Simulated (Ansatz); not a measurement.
Reaction (substitution at a C–Si bond): `C=C[SiH](Cl)Cl` + `O[Si](O)(O)S` → `C=CS[Si](O)(O)O` + `Cl[SiH2]Cl`

Program: Ansatz. Geometries: PBE0-D4/def2-TZVP. ΔE: electronic, gas phase. CCSD(T)/CBS is the MP2 limit (def2-TZVPP, def2-QZVPP) plus CCSD(T) − MP2 in def2-TZVPP, frozen cores. Functionals use def2-TZVPP. B3LYP here is the variant with VWN-RPA as its local correlation; programs differ in this. Each species was taken in one conformer, which may not be the lowest.

Question: Is it downhill or uphill in electronic energy at CCSD(T)/CBS, and by how much? (Best estimate.)

Answer: The calculation gave: Uphill: ΔE = +13.1 kcal/mol.

Question: What do these levels give: PBE0, B3LYP, SCS-MP2/def2-TZVPP, CCSD/def2-TZVPP, MP2/def2-QZVPP, CCSD/CBS(def2)? (Best estimate.)

Answer: The calculation gave: PBE0 12.5, B3LYP 13.1, SCS-MP2/def2-TZVPP 13.1, CCSD/def2-TZVPP 14.0, MP2/def2-QZVPP 12.9, CCSD/CBS(def2) 14.0 kcal/mol.

Largest T1 diagnostic among the species: 0.012.

The D4 term adds −1.2 kcal/mol with B3LYP and −0.6 kcal/mol with PBE0; it sums over pairs of atoms, weighted by their polarisabilities, and B3LYP, whose exchange is more repulsive, gets the larger term. In def2-TZVPP, CCSD(T) changes the Hartree–Fock value by −2.6 kcal/mol (the triples alone add −0.8 kcal/mol) and MP2 by −2.8 kcal/mol.
